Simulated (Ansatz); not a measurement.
Reading a saddle point

A first-order saddle point of Si2H7Br, closed shell, PBE0-D4/def2-TZVP, with one imaginary mode of 652i cm⁻¹:

```
10
angstrom
Si -0.6486 -0.5661 -0.3480
H 0.2387 -1.0903 -1.7445
H -0.6146 -2.0566 -0.1529
H -2.0357 -0.2665 -0.7487
Si 0.5110 0.4790 1.3807
H 0.2608 -0.2374 -1.8802
Br 0.0270 1.7167 -1.6947
H 0.4343 -0.3699 2.6040
H -0.0984 1.8035 1.6320
H 1.9256 0.5877 0.9522
```

Program: Ansatz 0.2.0. Basis: def2-TZVPP and def2-QZVPP. Cores are frozen in the correlated methods. Filled d shells of the heavier atoms are correlated. The def2 sets are not built for correlating such inner shells, so the correlated values are less sure here. Extrapolation: Hartree–Fock as exp(−7.88 √X), correlation as X^−2.97.

Task: Which contacts change along the imaginary mode, and what lies on either side? (Judge from chemistry; the calculation decides.)

Result: The calculation gives: The step is Si₂H₆ ([SiH3][SiH3]) + HBr → Si₂H₅Br ([SiH3][SiH2][Br]) + H₂, with the molecules in contact on both sides. Shortening one way: Si1–Br7, H2–H6; lengthening the same way: Si1–H2, H6–Br7.
| pair | one side (Å) | saddle (Å) | other side (Å) |
| --- | --- | --- | --- |
| Si1–Br7 | 4.36 | 2.74 | 2.23 |
| H2–H6 | 2.03 | 0.86 | 0.75 |
| Si1–H2 | 1.49 | 1.74 | 4.25 |
| H6–Br7 | 1.42 | 1.98 | 3.26 |

Task: Which side is lower, and how far does the saddle lie above each? (Judge from chemistry; the value comes from the calculation.)

Result: Computed: The side with Si1–Br7, H2–H6 short is lower by 0.708 eV; the saddle lies 2.182 eV above it and 1.475 eV above the other (CCSD(T) at an estimated basis limit (MP2 extrapolated from triple and quadruple zeta, plus CCSD(T) − MP2 in triple zeta); electronic energies).

T1 diagnostic: at most 0.012.

Labels in which every atom is bracketed show which atoms are joined, not bond orders.

For scale, one of the runs: CCSD(T)/def2-TZVPP, 230 basis functions, launched by `ansatz run in.yaml --threads 4 --pin off --events-out ev --progress --plain --max-ram 9574MiB`. The run took 81 s on 4 CPU threads of an Arm Neoverse V2 (shared host), with 3.6 GiB of host memory at its peak.
